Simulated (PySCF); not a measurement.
# EPR parameters of C6H10FO

C₆H₁₀FO (doublet state).
Atom-mapped SMILES: `[CH3:1][CH2:2][C:3]1[CH2:4][O:5][C@@H:6]1[CH2:7][F:8]` (hydrogens: H9, H10, H11 on C1; H12, H13 on C2; H14, H15 on C4; H16 on C6; H17, H18 on C7)

Geometry (GFN2-xTB, Å), atoms numbered from 1 in this order:
```
atom  x, y, z in Å
C1    -2.2432   -0.7547    0.5703
C2    -1.3218    0.4663    0.5048
C3    -0.0926    0.1869   -0.2520
C4     0.2129   -0.3676   -1.5966
O5     1.5518    0.1420   -1.5005
C6     1.2999    0.7091   -0.2091
C7     2.2460    0.1372    0.8559
F8     2.0541    0.7856    2.0478
H9    -2.5116   -1.0785   -0.4324
H10   -1.7449   -1.5765    1.0779
H11   -3.1523   -0.5117    1.1142
H12   -1.0468    0.7895    1.5118
H13   -1.8825    1.2930    0.0400
H14    0.2016   -1.4604   -1.7060
H15   -0.3308    0.0711   -2.4458
H16    1.4116    1.8058   -0.2062
H17    2.0543   -0.9260    1.0266
H18    3.2855    0.2953    0.5542
```

The hyperfine couplings belong to this conformer and change with its torsions.

Computed with UKS B3LYP, pcH-1 on C F H O, non-relativistic, mean-field spin-orbit, GIAO in PySCF. One conformer (not necessarily the lowest) at the GFN2-xTB geometry, without solvent, vibrations or thermal averaging. The geometry wasn't refined by DFT: couplings that depend on bond lengths, twists or pyramidal angles can differ widely from those at the functional's own minimum. The SCF solution wasn't tested for stability.

```json
{
 "g1, g2, g3": "2.00217, 2.00259, 2.00287",
 "g_iso": "2.00254",
 "Form of g": "rhombic: the two nearest values differ by 40 % of g3 − g1",
 "⟨S²⟩": "0.7542 (exact 0.7500)",
 "α and β electrons": "32, 31",
 "Total energy": "-409.65022 Eh",
 "Basis functions": "300"
}
```

Isotropic coupling and dipolar principal values T1 to T3, in 10⁻⁴ cm⁻¹ (1 × 10⁻⁴ cm⁻¹ = 2.998 MHz):

| atom | isotope | a_iso | T1 | T2 | T3 | Mulliken spin population |
| --- | --- | --- | --- | --- | --- | --- |
| C1 | 13C | 11.7 | -0.9 | -0.8 | 1.7 | 0.02 |
| C2 | 13C | -9.1 | -0.6 | -0.1 | 0.7 | -0.07 |
| C3 | 13C | 36.5 | -26.9 | -26.1 | 53.0 | 0.96 |
| C4 | 13C | -11.3 | -0.8 | -0.1 | 0.9 | -0.08 |
| O5 | 17O | 0.7 | -1.0 | 0.2 | 0.8 | 0.00 |
| C6 | 13C | -10.9 | -0.8 | -0.2 | 0.9 | -0.07 |
| C7 | 13C | 20.1 | -1.6 | -1.4 | 2.9 | 0.03 |
| F8 | 19F | 0.4 | -2.4 | -1.3 | 3.7 | 0.00 |
| H9 | 1H | -0.6 | -1.1 | -0.9 | 1.9 | 0.00 |
| H10 | 1H | -0.9 | -1.5 | -0.8 | 2.3 | 0.00 |
| H11 | 1H | 0.9 | -0.7 | -0.6 | 1.3 | 0.00 |
| H12 | 1H | 6.3 | -1.7 | -1.4 | 3.1 | 0.01 |
| H13 | 1H | 45.1 | -1.6 | -1.1 | 2.7 | 0.07 |
| H14 | 1H | 32.4 | -1.5 | -1.4 | 2.9 | 0.04 |
| H15 | 1H | 33.5 | -1.4 | -1.1 | 2.4 | 0.05 |
| H16 | 1H | 28.0 | -1.3 | -1.1 | 2.5 | 0.04 |
| H17 | 1H | -1.1 | -1.8 | -0.6 | 2.4 | 0.00 |
| H18 | 1H | 2.3 | -0.9 | -0.6 | 1.5 | 0.01 |

Largest spin populations (Mulliken): C3 (+0.96), C4 (-0.08), C6 (-0.07) and C2 (-0.07). No atom but C3 exceeds +0.15. The positive populations add up to 1.23 and the negative ones to -0.23, together 2S = 1. The angles at C3 add up to 357.6°, so it is nearly planar.

Axes: g3 points within 10° of the C3–C6 bond.

Under fast tumbling the dipolar parts average out, and these isotropic splittings remain (the largest six): 1 × 1H (H13, I = 1/2, 2 lines) with 4.83 mT, 1 × 1H (H15, I = 1/2, 2 lines) with 3.59 mT, 1 × 1H (H14, I = 1/2, 2 lines) with 3.47 mT, 1 × 1H (H16, I = 1/2, 2 lines) with 3.00 mT, 1 × 1H (H12, I = 1/2, 2 lines) with 0.68 mT and 1 × 1H (H18, I = 1/2, 2 lines) with 0.25 mT.

The 13C coupling of C3 (109.4 MHz) shows only in satellite lines or after enrichment, since that isotope makes up about 1.07 % of natural carbon.

β density exceeds α density at some nuclei, such as C4 (-0.0302), C6 (-0.0291) and C2 (-0.0242), spin density in bohr⁻³. In a single determinant that takes different orbitals for the two spins, that is spin polarisation.
